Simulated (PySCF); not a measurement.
Cartesian coordinates (Å):
```xyz
11

B      2.1232    -0.1368    -0.1315
C      0.6180    -0.1020    -0.0529
O     -0.1518    -1.2381    -0.2839
C     -1.4394    -0.9244    -0.1499
C     -1.6119     0.4030     0.1701
C     -0.2935     0.9125     0.2281
F      0.0250     2.1627     0.5072
H      2.7367     0.8775     0.0783
H      2.6928    -1.1626    -0.3993
H     -2.1564    -1.7287    -0.3058
H     -2.5429     0.9370     0.3397
```
Charge 0, multiplicity 1.

Question: Estimate the HOMO, LUMO and dipole moment that M06-2X/def2-TZVP // B3LYP-D3(BJ)/def2-SVP (PySCF) returns for this input.

Answer: 
```
Quantity         Result
-------------  --------
HOMO           -8.44 eV
LUMO           -1.18 eV
dipole moment    2.63 D
```
